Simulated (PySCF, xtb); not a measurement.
Cl₂GeH, SMILES [Cl][GeH][Cl], multiplicity 2.

Harmonic wavenumbers (cm⁻¹) from GFN2-xTB (xtb 6.7.1) at its own minimum, in rising order: 125, 321, 331, 465, 493, 1150.

Q: What does PBE-D3(BJ)/def2-TZVP run with PySCF give at its own minimum? (Estimate from the structure and the level; the computed values follow.)

A: 132, 387, 403, 544, 604, 1909. Paired by order, the mean absolute difference is 182 cm⁻¹ and the zero-point energies are 4.1 and 5.7 kcal/mol.
